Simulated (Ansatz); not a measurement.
The cluster P2W2, relaxed as a singlet with RKS PBE-D4/def2-SVP in Ansatz, starting from the GFN1-xTB geometry. Force threshold 0.02 eV/Å.

In the def2 sets W takes a core potential; there is no spin–orbit coupling. The restricted singlet is unstable towards broken spin symmetry at other levels; at PBE-D4/def2-SVP this wasn't settled. At PBE0-D4/def2-TZVP a triplet of charge 0 lies 0.08 eV below the restricted singlet, each at its own geometry. The structure comes from a short search, and lower isomers may exist.

Start:

Cartesian coordinates in Å:
```
W -0.652 -1.066 0.617
W 0.706 1.112 0.456
P 1.362 -0.885 -0.569
P -1.416 0.839 -0.504
```

Question: Estimate the energy that the relaxation releases and the steps that it takes.

Answer: 0.77 eV, in 11 steps; 20 s on 4 threads of Arm Neoverse V1 on a shared host. No frequencies were taken in this run, so the end may be a saddle point.

Question: Does the start keep its bonding and symmetry?

Answer: By distances, no bond broke or formed. The bond that changes most is W1–P3, from 2.34 to 2.52 Å (atoms count from 1). Point group C2v at the start, C2 at the end, both within 0.05 Å.

Question: Predict the relaxed structure.

Answer: 
Cartesian coordinates in Å:
```
W -0.675 -0.837 0.704
W 0.738 0.891 0.559
P 1.439 -0.828 -0.671
P -1.502 0.774 -0.592
```
Bond lengths (bridged metal pairs left out): 4 × P–W 2.23 to 2.52 Å.
